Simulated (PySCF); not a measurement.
Coordinates in bohr (charge 1 multiplicity 1):
```
Ce    0.0000    0.0000    0.0248
H     3.3950    0.0000   -1.1484
H    -1.6975    2.9401   -1.1484
H    -1.6975   -2.9401   -1.1484
```

These are results of PBE0/[Ce def2-TZVP with ECP28, H def2-TZVP], scalar-relativistic core potentials, density fitting, no spin–orbit coupling, PySCF, not measurements.

This geometry of CeH₃⁺ is a stationary point at this level.

**Question.** What is the point group?

**Answer.** C3v.

**Question.** Is it a minimum?

**Answer.** Yes: all harmonic wavenumbers are real.

**Question.** What are the dipole moment and the gap between the highest occupied and lowest empty levels?

**Answer.** 2.57 D about the centre of mass and 4.09 eV.

**Question.** Give the atomic charges and bond orders.

**Answer.** 
```csv
atom,Mulliken,Löwdin,polar tensor,Mayer order to Ce1
Ce1,1.13,1.13,2.04,–
"H2,3,4",-0.04,-0.04,-0.35,0.99
```

**Question.** Give the ideal-gas entropy at 298.15 K and 1 bar by parts.

**Answer.** translation 170.7, rotation 63.8, vibration 11.0, spin 0.0; total 245.6 J/(mol K).

Only a few start shapes were tried, so a lower isomer may exist.
